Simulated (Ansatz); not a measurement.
MoNO3H3⁻, that is MoN(OH)3 with one electron more, relaxed as a doublet with UKS B3LYP-D4/def2-SVPD in Ansatz, starting from the B3LYP-D4/def2-SVP geometry of the neutral singlet. Force threshold 0.02 eV/Å.

In the def2 sets Mo takes a core potential; there is no spin–orbit coupling. The highest occupied level of the relaxed charge -1 doublet lies above zero (up to 0.46 eV). By energy differences its removal costs 0.53 eV (each at its own geometry, to the charge 0 singlet, at PBE0-D4/def2-TZVPD). No other spin state of charge -1 was run.

Start:

```xyz
8

Mo    0.036   -0.001    0.016
N    -1.466    0.045   -0.635
O    -0.042   -1.211    1.462
H    -0.853   -1.676    1.709
O     0.432    1.757    0.575
H    -0.186    2.491    0.464
O     1.195   -0.595   -1.351
H     0.884   -0.811   -2.240
```

(1) Estimate the energy that the relaxation releases and the steps that it takes.

(2) Does the start keep its bonding and symmetry?

(3) Predict the relaxed structure.

Results:

(1) 0.88 eV, in 22 steps; 2.6 min on 4 threads of Arm Neoverse V2 on a shared host. The force fell under the threshold at step 7, but the optimiser went on and released 0.071 eV more. No frequencies were taken in this run, so the end may be a saddle point.

(2) By distances, no bond broke or formed. The bond that changes most is Mo1–O3, from 1.89 to 2.01 Å (atoms count from 1). Point group C3v at the start, Cs at the end, both within 0.05 Å.

(3) 
```xyz
8

Mo   -0.080   -0.024   -0.125
N    -1.627    0.052   -0.721
O    -0.077   -0.991    1.641
H    -0.724   -1.701    1.694
O     0.353    1.683    0.851
H    -0.055    2.461    0.460
O     1.265   -0.636   -1.458
H     0.944   -0.843   -2.341
```
Bond lengths: 3 × Mo–O 1.99 to 2.01 Å; 1 × Mo–N 1.66 Å; 3 × H–O 0.96 Å.
